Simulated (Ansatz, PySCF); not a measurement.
Molecule: CH7FNSi2, charge -1, multiplicity 1. It need not be the lowest isomer of its formula. Whether it binds its extra electron was not tested at this geometry. 
Geometry from a B3LYP-D3(BJ)/def2-TZVP (Ansatz, an electronic-structure program) optimisation:
SMILES: [SiH3]N[Si@H]([CH2-])F
```xyz
12

Si     0.7872     0.5939    -0.3031
C      1.4894    -0.9746    -0.5885
F      1.3390     1.7137     0.7976
N     -0.8412     0.3686     0.3197
Si    -1.6610    -1.1024     0.0240
H      0.7762     1.4450    -1.5372
H      2.1685    -1.1285    -1.4231
H      1.5543    -1.7386     0.1818
H     -1.2882     1.0663     0.8963
H     -3.0394    -0.9164     0.6125
H     -1.1452    -2.3249     0.6961
H     -1.8921    -1.4401    -1.4042
```
Charge -1, spin multiplicity 1.

Total electronic energies in hartree. Correlated levels leave the core frozen unless marked. No spin-orbit coupling. Non-relativistic. CBS marks a two-point X^-3 extrapolation of the correlation energy; Hartree-Fock from the larger set. [CCSD(T)-MP2]/basis is that difference in the basis named.

```
level                                                                             program  energy (Eh)
-------------------------------------------------------------------------  --------------  -----------
HF/cc-pVTZ                                                                         Ansatz   -773.88943
HF-D4/def2-TZVPD                                                            PySCF + dftd4   -773.94318
BLYP-D3(BJ)/def2-TZVPD                                                     Ansatz + dftd3   -776.08469
B3LYP/def2-TZVPD                                                                   Ansatz   -776.17594
r2SCAN0/def2-TZVPD                                                                 Ansatz   -775.94409
CAM-B3LYP-D4/def2-TZVPD                                                    Ansatz + dftd4   -776.08185
wB97M-V/def2-TZVPD                                                                 Ansatz   -776.01162
B2GP-PLYP-D3(BJ)/def2-TZVPD                                                Ansatz + dftd3   -775.63738
RPA@PBE/cc-pV(T+d)Z                                                                Ansatz   -775.33678
MP2/cc-pV(D+d)Z                                                                    Ansatz   -774.50440
CCSD/cc-pV(D+d)Z                                                                   Ansatz   -774.55904
CCSD/cc-pV(T+d)Z                                                                   Ansatz   -774.85049
CCSD(T)/6-31G*                                                                     Ansatz   -774.43040
CCSD(T)/cc-pV(D+d)Z                                                                Ansatz   -774.57840
RI-MP2/CBS(aug-cc-pV(T+d)Z,aug-cc-pV(Q+d)Z)+[CCSD(T)-MP2]/aug-cc-pV(D+d)Z          Ansatz    -775.0406
```

Totals of different functionals don't rank their quality; only differences between species are comparable.
